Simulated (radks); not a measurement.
Values are calculated unless marked as measured or tabulated.
Problem. The mean radii <r> (bohr) of the occupied orbitals of an atom or ion are listed with their occupations. Level of theory: scalar-relativistic Kohn-Sham, Slater X-alpha with alpha = 0.666, spin-polarised, spherical densities, finite nucleus; Fermi nuclear charge, rms radius of each element as measured or else 0.836 A^(1/3) + 0.57 fm (a radial shooting solver on a logarithmic mesh with Libxc functionals).

orbital  occ.     <r>
1s up       1  0.1588
1s down     1  0.1586
2s up       1  0.8668
2s down     1  0.8756
2p up       3  0.8796
2p down     2  0.8997

Name the element and its charge. Open shells, if any, are filled with parallel spins first.

Solution. Z = 10, neon, charge +1: Ne+ in [He] 2s2 2p5. The 1s radius gives Z: for a bare nucleus <r> = (2 gamma + 1)/(2Z) with gamma = sqrt(1 - (Z/c)^2), 0.1497 bohr for Z = 10, and screening makes it slightly larger (0.1588 here). The occupations add up to 9, and the charge is Z minus that.
